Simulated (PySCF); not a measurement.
## Cost of excited-state runs on `CO[C@H]([SiH3])[C@H](C)O`, C₄H₁₂O₂Si

Geometry:
| atom | x (Å) | y (Å) | z (Å) |
| --- | --- | --- | --- |
| C1 | -1.974 | -1.583 | -0.133 |
| O2 | -1.357 | -0.554 | -0.858 |
| C3 | -0.485 | 0.265 | -0.100 |
| Si4 | -0.287 | 1.851 | -1.155 |
| C5 | 0.897 | -0.358 | 0.106 |
| C6 | 1.463 | -0.054 | 1.490 |
| O7 | 1.708 | 0.202 | -0.911 |
| H8 | -2.575 | -1.178 | 0.692 |
| H9 | -1.246 | -2.290 | 0.284 |
| H10 | -2.624 | -2.110 | -0.829 |
| H11 | -0.945 | 0.466 | 0.877 |
| H12 | 0.030 | 1.504 | -2.529 |
| H13 | -1.599 | 2.512 | -1.100 |
| H14 | 0.695 | 2.739 | -0.529 |
| H15 | 0.847 | -1.450 | -0.039 |
| H16 | 1.498 | 1.024 | 1.638 |
| H17 | 2.472 | -0.454 | 1.590 |
| H18 | 0.840 | -0.497 | 2.262 |
| H19 | 2.633 | -0.026 | -0.765 |

PySCF with density fitting, on 1 thread of an Arm Neoverse V1, shared host. Command: `OMP_NUM_THREADS=1 python excited_run.py task.json out`

Question: How long does this run take, and how much memory?
- circular dichroism and optical rotation, LC-wPBE/def2-SVPD; 8 states

Answer: 
```
                                    run              level  basis functions  wall time  peak memory (GiB)
circular dichroism and optical rotation  LC-wPBE/def2-SVPD              246      100 s               0.98
```
Times from a shared host are rough.
